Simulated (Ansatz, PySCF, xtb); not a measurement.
Complex: NH3 (SMILES N) (first 4 atoms) with HCl (SMILES Cl); geometry from B3LYP-D3(BJ)/def2-TZVP, rigid monomers moved along the line of their centres of mass till N1···H6 is 1.56 Å.
(charge 0, multiplicity 1):
```xyz
6

N     -0.030     0.077     0.609
H     -0.520    -0.755     0.299
H     -0.465     0.882     0.173
H      0.928     0.020     0.285
Cl    -0.123     0.303     3.500
H     -0.080     0.198     2.163
```

Counterpoise-corrected where a basis set is named; no monomer relaxation.

Correlated levels freeze the cores.

Run with Ansatz (Gaussian orbitals); PySCF for the dispersion terms; xtb for the GFN methods. Values without a source in brackets are computed.

Question: One of these levels gives -4.1 kJ/mol for the interaction energy. Which?
(A) HF/aug-cc-pV(T+d)Z
(B) GFN-FF
(C) B3LYP-D3(BJ)/def2-TZVPPD
(D) SCS-MP2/aug-cc-pV(T+d)Z

Answer: B, GFN-FF. The others give -17.1 (HF/aug-cc-pV(T+d)Z), -41.9 (B3LYP-D3(BJ)/def2-TZVPPD), -30.4 (SCS-MP2/aug-cc-pV(T+d)Z)

Ansatz is a first-principles code.
